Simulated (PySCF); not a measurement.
# Molecular orbitals of AsH⁺

PBE0 at R = 1.536 Å; As def2-TZVPPD, H def2-TZVPPD; no relativity (PySCF 2.14). State: ²Π (doublet), unpaired electrons π ↑. Only the outer orbitals are listed, counted within each symmetry.

```
spin  orbital  occ.  ε (eV)  on As (%)           main shells (%)
   α       1δ     1  -55.66        100                  100 As d
   α       1δ     1  -55.60        100                  100 As d
   α       3π     1  -55.45        100                  100 As d
   α       6σ     1  -55.17        100                  100 As d
   α       3π     1  -55.16        100                  100 As d
   α       7σ     1  -25.46         95                   93 As s
   α       8σ     1  -17.34         68  56 As p, 32 H s, 10 As s
   α       4π     1  -14.99        100                  100 As p
   α       4π     0  -12.46        100                  100 As p
   α       9σ     0   -6.17         60  34 H s, 28 As p, 22 As d
   β       1δ     1  -55.59        100                  100 As d
   β       1δ     1  -55.44        100                  100 As d
   β       3π     1  -55.44        100                  100 As d
   β       6σ     1  -55.03        100                  100 As d
   β       3π     1  -55.01        100                  100 As d
   β       7σ     1  -24.37         90           87 As s, 10 H s
   β       8σ     1  -17.02         67  52 As p, 34 H s, 14 As s
   β       4π     0  -12.00         99                   99 As p
   β       4π     0  -10.82         98                   98 As p
   β       9σ     0   -5.90         62  28 H s, 27 As p, 22 As d
```

Question: Which are the highest filled and the lowest empty level, where do they sit, and how wide is the gap?

Answer: Highest filled α 4π at -14.99 eV (in %: 100 As p); lowest empty α 4π at -12.46 eV (in %: 100 As p); the gap at PBE0 is 2.53 eV. Both belong to one degenerate shell, split only by its one-sided filling, so this is no excitation gap.

```json
{
 "bond order (Mayer)": "0.83",
 "⟨S²⟩": "0.754",
 "charge on As (Mulliken, basis-dependent)": "0.80",
 "charge on As (Löwdin, basis-dependent)": "1.27",
 "dipole moment (positive dipole points towards H; it is taken about the centre of mass and depends on that origin)": "0.82 D",
 "polarisability along the bond": "23.9 bohr³",
 "polarisability across the bond": "18.1 bohr³"
}
```

Spin–orbit coupling is left out. The state is the lowest determinant that a PBE0 search found; another state may lie lower at other levels.
